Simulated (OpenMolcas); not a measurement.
An atom or ion with 14 electrons was computed by MS-CASPT2, IPEA 0.25 Eh, imaginary shift 0.1 Eh with spin-orbit coupling (OpenMolcas, ANO-RCC-VQZP, DKH2). The lowest levels that the run gave, each within 12 % of the measured value where one is at hand:

```csv
J,Parity,E (cm⁻¹),g
0,even,0.0,
1,even,265,1.501
2,even,745,1.501
2,even,10640,1.001
0,even,25270,
2,odd,55290,2.002
2,odd,81440,1.167
1,odd,81440,0.499
3,odd,81450,1.334
0,odd,99760,
1,odd,99760,1.501
2,odd,99770,1.501
```

Question: Which ion is it, and what are the configurations and terms?

Answer: S III (Z = 16, charge +2; active space 4 electrons in 4 orbitals (3s 3p)). J, parity and g give the terms where levels are pure, and mixed ones are named by the computed weights; the size of the splittings, set against known spectra of the 14-electron sequence, gives the charge. In order, with the measured energies in cm⁻¹ (NIST levels in Podobedova, Kelleher and Wiese, J. Phys. Chem. Ref. Data 38, 171 (2009)): 3s² 3p² ³P₀, 3s² 3p² ³P₁ (299), 3s² 3p² ³P₂ (833), 3s² 3p² ¹D₂ (11323), 3s² 3p² ¹S₀ (27161), 3s 3p³ ⁵S°₂ (58672), 3s 3p³ ³D°₂ (84047), 3s 3p³ ³D°₁ (84019), 3s 3p³ ³D°₃ (84099), 3s 3p³ ³P°₀ (98772), 3s 3p³ ³P°₁ (98766), 3s 3p³ ³P°₂ (98745).

CASPT2 does not keep the components of a term degenerate, so their means are used; among the terms shown or strongly mixed into the levels shown the widest spread is 1400 cm-1 (3s 3p³ ³D°). Over all roots computed the reference weight is 0.85 to 0.99; the roots of lowest weight are the least certain, and an intruder state may touch them. Terms of s pⁿ other than that of highest spin mix with s² pⁿ⁻² d, which this space lacks; all of them can be thousands of cm-1 off, and some have no real level of that name. Measured partners are found by configuration, term and J. A level has none where our copy of the source lacks it or the pairing is in doubt (some pairs that miss far off the trend of their configuration count as doubtful), and it then counts in no deviation. Only configurations of the active space appear.

° marks odd parity.
